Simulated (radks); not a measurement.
Values are calculated unless marked as measured or tabulated.
Question: Species: Ca9+. Configuration: [He] 2s1 2p6 3s2 (not the ground configuration). Level of theory: non-relativistic Kohn-Sham, PBE, spin-polarised, spherical densities, point nucleus; open shells are filled with parallel spins first (a radial shooting solver on a logarithmic mesh with Libxc functionals). Some entries of the table are withheld. Estimate them.

orbital,occ.,eigenvalue (eV),r(max) (bohr)
1s up,1,-4180.453,0.05077
1s down,1,-4177.535,0.05079
2s up,1,-633.4757,0.2979
2s down,0,-627.8568,0.2980
2p up,3,(1),0.2428
2p down,3,(2),0.2423
3s up,1,-208.3186,(3)
3s down,1,-207.6304,(4)

Answer: 
(1) 2p up eigenvalue (eV): -561.2897
(2) 2p down eigenvalue (eV): -556.3357
(3) 3s up r(max) (bohr): 0.8821
(4) 3s down r(max) (bohr): 0.8854
